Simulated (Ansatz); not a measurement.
A nudged elastic band was laid between two geometries of C$_{2}$H$_{7}$BO (11 atoms, charge 0, multiplicity 1).

All numbers below come from Ansatz 0.2.0, RKS LDA/def2-SVP.

```
movable images  : 5
climbing image  : yes
spring          : 5.0 eV/Å²
optimiser       : quadratic models (default)
start path      : IDPP
force threshold : 0.03 eV/Å
iteration limit : 60
end points      : relaxed
```

Initial state:

```xyz
11
Properties=species:S:1:pos:R:3
B -0.908 1.173 -0.431
C -0.189 -0.134 -0.265
C 0.613 -0.513 0.939
O -0.372 -1.139 -1.149
H -1.548 1.369 -1.447
H -0.752 2.014 0.437
H 0.434 0.858 -0.809
H 0.017 -1.217 1.559
H 0.864 0.365 1.565
H 1.561 -1.035 0.662
H 0.345 -1.797 -1.039
```

Final state:

```xyz
11
Properties=species:S:1:pos:R:3
B -0.768 1.071 -0.450
C -0.083 -0.230 -0.163
C 0.709 -0.550 1.055
O -0.126 -1.279 -0.997
H -1.376 1.159 -1.511
H -0.737 1.965 0.375
H 0.552 0.851 -0.737
H 0.112 -1.247 1.682
H 0.924 0.358 1.651
H 1.655 -1.075 0.800
H -0.796 -1.079 -1.685
```

**Question.** Which bonds break or form, and what moves?

**Answer.** No bond is made or broken. The dihedral B1–C2–O4–H11 goes from 164 to -10°.

**Question.** Give the energies along the band, and the barrier.

**Answer.** It converged. The highest image is number 3 of 0 to 6, 6.7 kcal/mol above the first end and 10.4 kcal/mol above the last; the last end lies 3.7 kcal/mol below the first. A vibrational analysis at the climbing image gives one clearly imaginary mode, 512i cm⁻¹: a first-order saddle point.

| image | path coordinate (Å) | energy (kcal/mol) | dihedral B1–C2–O4–H11 (°) |
| --- | --- | --- | --- |
| 0 | 0.00 | 0.0 | 164 |
| 1 | 0.37 | 1.4 | 145 |
| 2 | 0.74 | 4.6 | 121 |
| 3 | 1.11 | 6.7 | 89 |
| 4 | 1.49 | 3.7 | 48 |
| 5 | 1.88 | -1.7 | 10 |
| 6 | 2.26 | -3.7 | -10 |

**Question.** What is the geometry of the highest image?

**Answer.** 
```xyz
11
Properties=species:S:1:pos:R:3
B -0.840 1.140 -0.456
C -0.118 -0.162 -0.199
C 0.572 -0.503 1.089
O -0.412 -1.297 -0.943
H -1.483 1.268 -1.484
H -0.590 2.095 0.263
H 0.605 0.585 -0.803
H -0.118 -1.133 1.691
H 0.818 0.401 1.682
H 1.493 -1.104 0.923
H 0.139 -1.346 -1.743
```

**Question.** What are the harmonic wavenumbers there?

**Answer.** 512i, 232, 307, 335, 417, 522, 718, 792, 864, 906, 946, 1032, 1078, 1110, 1174, 1242, 1316, 1348, 1370, 1406, 2307, 2502, 2602, 2963, 3054, 3086, 3780 cm⁻¹.

The run took 39 s on 1 thread of Intel(R) Xeon(R) 6975P-C (Granite Rapids), on a shared host, peak memory 0.14 GiB.
